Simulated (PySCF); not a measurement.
Compound: C₇H₁₂BN.
Structure used (PBE0-D3(BJ)/def2-SVP), in Å, numbered top down from 1:
```xyz
21
C7H12BN angstrom
C      2.2745   -0.7846   -0.5959
C      0.8938   -0.4763   -0.0250
C     -0.2131   -1.3627   -0.6067
C     -1.6058   -0.9995   -0.1059
C     -1.9940    0.4318   -0.4619
C     -1.0217    1.4589    0.1183
B      0.4817    1.0334    0.0558
C      1.5834    2.1121    0.2358
N      2.4130    2.9154    0.3570
H      2.5258   -1.8508   -0.4813
H      2.3160   -0.5522   -1.6720
H      3.0620   -0.1948   -0.1037
H      0.9333   -0.6827    1.0740
H      0.0066   -2.4218   -0.3888
H     -0.1918   -1.2745   -1.7087
H     -1.6478   -1.1304    0.9916
H     -2.3464   -1.7010   -0.5226
H     -3.0234    0.6414   -0.1290
H     -2.0073    0.5312   -1.5617
H     -1.1853    2.4739   -0.2784
H     -1.1911    1.5688    1.2130
```

Theory: TDDFT PBE0/def2-SVPD, vertical, gas phase, core orbitals frozen in the response (PySCF 2.14.0, density-fitted response routines).

Ground-to-excited transition dipoles (e·a0, same axes as the geometry; the sign carries no meaning), for the states with f of 0.002 or more among the lowest 9:

```json
{"state": "S4", "E (eV)": "6.158", "μx": "-0.286", "μy": "-0.440", "μz": "-0.072"}
{"state": "S5", "E (eV)": "6.373", "μx": "-0.303", "μy": "0.305", "μz": "0.011"}
{"state": "S6", "E (eV)": "6.600", "μx": "-0.267", "μy": "-0.049", "μz": "0.136"}
{"state": "S7", "E (eV)": "6.677", "μx": "0.272", "μy": "0.292", "μz": "0.112"}
{"state": "S8", "E (eV)": "6.912", "μx": "-0.193", "μy": "0.062", "μz": "0.061"}
{"state": "S9", "E (eV)": "7.154", "μx": "-0.146", "μy": "0.118", "μz": "-0.001"}
```

Question: What oscillator strength does each state have?

Answer: f = (2/3) ΔE |μ|² with ΔE in hartree (27.2114 eV).

```json
{"state": "S4", "|μ|² (au)": "0.281", "|μ| (D)": "1.35", "f": "0.042"}
{"state": "S5", "|μ|² (au)": "0.185", "|μ| (D)": "1.09", "f": "0.029"}
{"state": "S6", "|μ|² (au)": "0.092", "|μ| (D)": "0.77", "f": "0.015"}
{"state": "S7", "|μ|² (au)": "0.172", "|μ| (D)": "1.05", "f": "0.028"}
{"state": "S8", "|μ|² (au)": "0.045", "|μ| (D)": "0.54", "f": "0.008"}
{"state": "S9", "|μ|² (au)": "0.035", "|μ| (D)": "0.48", "f": "0.006"}
```

Question: Which bond between heavy atoms lies closest to the direction of the S4 transition dipole?

Answer: B7–C8 and C8–N9, at 12° from it; next C5–C6 at 18°.

Question: What angle do the transition dipoles of S5 and S6 make?

Answer: |cos θ| = |μa·μb| / (|μa| |μb|) = 0.52, so θ ≈ 59° (taken between 0 and 90°, since the signs are arbitrary).

Question: What peak molar absorption coefficient would the strongest computed level give as a lone Gaussian band 0.3 eV wide at half height?

Answer: ε(max) = 2.175×10⁸ f / FWHM, with the width in cm⁻¹. S4: 2.175×10⁸ × 0.0423 / 2420 ≈ 3800 L mol⁻¹ cm⁻¹.

All these states lie below the vertical ionisation energy of 10.01 eV (ΔSCF).

One conformer stands for the species.
